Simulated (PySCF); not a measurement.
## Basis-set dependence of TlBr at r²SCAN

PySCF, UKS reference; singlet, unpaired electrons none; De to Tl + Br without counterpoise correction.

| basis | relativity | functions | Re (Å) | ωe (cm⁻¹) | De (eV) | μ (D) |
| --- | --- | --- | --- | --- | --- | --- |
| cc-pVDZ-PP | scalar-relativistic core potentials | 46 | 2.670 | 191 | 4.07 | -4.56 |
| def2-SVP | scalar-relativistic core potentials | 58 | 2.670 | 195 | 4.11 | -4.34 |
| x2c-TZVPPall | spin-free X2C | 131 | 2.628 | 194 | 4.20 | -4.33 |

Task: How does each smaller set differ from the one with most functions, x2c-TZVPPall?

Result: cc-pVDZ-PP: +4.2 pm, -1.5 % in ωe, -0.13 eV in De; def2-SVP: +4.2 pm, +0.5 % in ωe, -0.09 eV in De. All at r²SCAN; the set with most functions is neither the basis-set limit nor always the best. The rows treat relativity differently, so the differences are not basis effects alone.

A positive dipole means Tl(−)Br(+). Measured (Huber and Herzberg, Constants of Diatomic Molecules (1979)): Re = 2.618191 Å, ωe = 192.1 cm⁻¹. These are scalar-relativistic numbers at best; spin–orbit coupling would shift them, the dissociation energy most.
